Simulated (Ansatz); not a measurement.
Two isomers of C5H8O2: A = `O=C1CCCCO1`, B = `CC1CCC(=O)O1`.

Program: Ansatz. Geometries: PBE0-D4/def2-TZVP. ΔE: electronic, gas phase. CCSD(T)/CBS is the MP2 limit (def2-TZVPP, def2-QZVPP) plus CCSD(T) − MP2 in def2-TZVPP, frozen cores. Functionals use def2-TZVPP. B3LYP here is the variant with VWN-RPA as its local correlation; programs differ in this.

Problem. Which isomer does CCSD(T)/CBS put lower? Give the gap. (An estimate is asked.)

Solution. The calculation gave: B, by 5.8 kcal/mol.

Problem. Give E(B) − E(A) in kcal/mol with MP2/def2-TZVPP, BLYP-D4, B3LYP, HF/def2-TZVPP, CCSD(T)/def2-TZVPP, B3LYP-D4, r2SCAN-D4. (An estimate is asked.)

Solution. Computed: MP2/def2-TZVPP -6.4, BLYP-D4 -5.2, B3LYP -5.3, HF/def2-TZVPP -5.4, CCSD(T)/def2-TZVPP -6.1, B3LYP-D4 -5.2, r2SCAN-D4 -5.8. None reverses the order clearly.

Problem. Does the order hold for the free energy at 298.15 K (harmonic terms from PBE0-D4)? (Estimate.)

Solution. The calculation gave: Yes: G(B) − G(A) = -6.6 kcal/mol.

Largest T1 diagnostic: 0.013.

Leaving LDA and LC-ωPBE aside and taking each functional with its dispersion term where it has one, the values, not all of them listed here, spread over 1.2 kcal/mol, from B97M-V to BHLYP-D4. LDA lies +1.0 kcal/mol from PBE without D4.
